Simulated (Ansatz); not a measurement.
Al2Ru2⁻. Charge -1, multiplicity 2. Geometry r2SCAN-D4/def2-SVP, that of the neutral singlet; atoms count from 1.

```xyz
4

Ru    1.524    1.154    0.239
Ru    0.457   -0.648    0.901
Al   -0.394    0.815   -0.991
Al   -1.587   -1.320   -0.149
```

In the def2 sets Ru takes a core potential; there is no spin–orbit coupling. The charge -1 doublet is spin-contaminated (final ⟨S²⟩ up to 1.99, 0.75 for a pure state). The structure comes from a short search, and lower isomers may exist.

(1) Estimate the Mulliken populations from the PBE0/def2-TZVPD orbitals of Ansatz.

(2) Where does the spin sit?

(3) And the Mayer bond orders between bonded heavy atoms (over 0.3)?

Results:

(1) 
```
atom  charge (e)  spin (α − β)  d electrons
 Ru1       -0.40          0.29         7.30
 Ru2       -0.29          1.05         7.10
 Al3       -0.04         -0.21            –
 Al4       -0.27         -0.13            –
```
Mulliken values and Mayer orders depend strongly on the basis. With diffuse functions, as here, like atoms can get unlike values, and bond orders can come out too low or too high.

(2) Summed by element: Ru 1.34, Al -0.34, of 1 unpaired in all. Largest on single atoms: Ru2 1.05, Ru1 0.29, Al3 -0.21.

(3) Ru1–Ru2 2.15 (2.20 Å); Ru1–Al3 1.33 (2.30 Å); Ru2–Al3 0.66 (2.54 Å); Ru2–Al4 1.31 (2.39 Å); Al3–Al4 0.50 (2.59 Å).
